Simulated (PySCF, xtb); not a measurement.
Cd(F)(OMe) (CH3CdFO), SMILES C[O][Cd][F].

GFN2-xTB run with xtb at its own geometry gives an orbital gap of 2.38 eV and a dipole moment of 2.62 D.

Coordinates come from a PBE0-D3(BJ)/def2-SVP optimisation. The def2 effective core potentials stand for the cores of Cd; spin–orbit coupling is left out. Other conformers were not sampled.

### Question
What does PySCF with HF/def2-TZVPD give? (The exact figures need the calculation; the answer reports its results.)

### Answer
gap 12.13 eV (levels -11.35 and 0.78 eV), dipole 1.77 D.
